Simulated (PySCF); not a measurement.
One molecule, one basis, several functionals.

Species: C4H6BF.
InChI=1S/C4H6BF/c5-3-1-2-4(3)6/h1-2,5H2

PySCF, def2-SVPD basis, density fitting, gas phase, PBE0-D3(BJ)/def2-SVP geometry; singlet excitations by full TDDFT with frozen cores, triplets by Tamm–Dancoff TDDFT and ionisation energies by ΔSCF, from the lowest of the holes tried. One functional is left out:

```csv
functional,exact exchange (%),HOMO energy (eV),LUMO energy (eV),lowest singlet excitation (eV),lowest triplet excitation (eV),dipole moment (D),mean polarisability (au),vertical ionisation energy (eV)
LDA,0,-6.77,-3.19,4.47,3.18,2.541,67.3,9.94
PBE,0,-6.59,-2.94,4.65,3.08,2.437,66.5,9.69
B3LYP,20,-7.45,-2.23,5.05,3.19,2.300,64.4,9.76
BHandHLYP,50,-8.59,-0.98,5.37,3.23,2.200,61.9,9.60
```

Task: Predict the row of PBE0 (25 % exact exchange) by straight lines through the other rows, and check it.

Result: 
| property | line | computed | computed − line | B3LYP (20 %), for comparison |
| --- | --- | --- | --- | --- |
| HOMO energy (eV) | -7.64 | -7.66 | -0.02 | -7.45 |
| LUMO energy (eV) | -2.02 | -2.03 | -0.01 | -2.23 |
| lowest singlet excitation (eV) | 5.01 | 5.12 | +0.11 | 5.05 |
| lowest triplet excitation (eV) | 3.19 | 3.15 | -0.04 | 3.19 |
| dipole moment (D) | 2.325 | 2.307 | -0.018 | 2.300 |
| mean polarisability (au) | 64.3 | 63.8 | -0.5 | 64.4 |
| vertical ionisation energy (eV) | 9.72 | 9.72 | 0.00 | 9.76 |

Task: Which of these properties follows the share of exact exchange most closely, and which least?

Result: Most closely the HOMO energy, least the vertical ionisation energy; the correlations over the tabulated rows are HOMO energy -0.997, LUMO energy 0.995, mean polarisability -0.985, lowest singlet excitation 0.962, dipole moment -0.928, lowest triplet excitation 0.752, vertical ionisation energy -0.698. The HOMO energy moves by -0.382 eV for every 10 %. Functionals with the same share still differ in their other parts: at 0 % LDA and PBE differ by 0.18 eV in it.
